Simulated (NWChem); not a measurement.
System: PbCl cation, singlet; SMILES [Pb+][Cl]

Results from NWChem. Low-valent species are run as closed-shell singlets; no triplet was tried in these runs. def2 effective core potentials on Pb; no spin-orbit coupling. The level has its own optimisation; frequencies are unscaled.

Task: What does the run give for PBE0/def2-SVP? Quantities: r Cl–Pb (Å); highest harmonic frequency (cm⁻¹); zero-point energy (kcal/mol).

Result: 
```yaml
r Cl–Pb (Å): 2.389
highest harmonic frequency (cm⁻¹): 388
zero-point energy (kcal/mol): 0.6
```
